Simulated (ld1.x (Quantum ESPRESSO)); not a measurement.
# Scattering properties, TM potential for lithium

- Element: Li (Z = 3)
- Generator: ld1.x (Quantum ESPRESSO) 7.5
- Type: norm-conserving Troullier–Martins (Kleinman–Bylander form)
- Functional: LDA (PZ)
- Relativity: non-relativistic
- Frozen core: [He]
- Valence charge: 1
- Reference configuration: 2s0.75 2p0.25
- Partial waves: 2p (bound): rc 4.20 bohr; 3d channel at 0.3 Ry: rc 4.10 bohr; 2s (bound): rc 3.35 bohr
- Local potential: the s channel
- Core correction: a·sin(br)/r model core, default radius (core density twice the valence density)

The phase is arctan(r·u′/u) with u = r·R(r), unwrapped; energies in Ry, scanned from -2 to 5 Ry. A pole is an energy at which the radial function vanishes at the test radius. The pseudo phase is shifted by a multiple of π to meet the all-electron one at the reference energy, and phase errors are pseudo minus all-electron; the curves can meet again beyond the range given. Levels narrower than the energy grid can be missing from the lists of poles.

Question: For each channel, where are the poles, and over which energies does the pseudopotential scatter like the atom?

Answer:

| channel | radius (bohr) | reference energy (Ry) | poles, all-electron | poles, pseudo | unbroken range about the reference energy with phases within 0.05 rad | phase error 1 Ry above the reference energy (rad) |
| --- | --- | --- | --- | --- | --- | --- |
| s | 4.57 | -0.22 | 0.05, 1.94, 4.95 | 0.05, 1.69, 4.04 | below 0.6 | -0.361 |
| p | 4.57 | -0.09 | 0.22, 1.78, 4.37 | 0.22, 1.97 | below 0.7 | +0.368 |
| d | 4.57 | 0.30 | 1.05, 3.21 | 1.04, 3.19 | below 1.8 | -0.003 |

Phases in the p channel:

```csv
E (Ry),all-electron,pseudo
-2.00,1.410,1.410
-1.52,1.383,1.383
-1.04,1.337,1.337
-0.56,1.218,1.219
-0.08,-0.438,-0.438
0.40,-1.724,-1.718
0.88,-3.148,-2.807
1.36,-4.571,-4.519
1.84,-4.726,-4.686
2.32,-4.845,-4.773
2.80,-5.306,-4.883
3.28,-7.574,-5.359
3.76,-7.771,-7.509
4.24,-7.840,-7.738
4.72,-7.889,-7.809
```
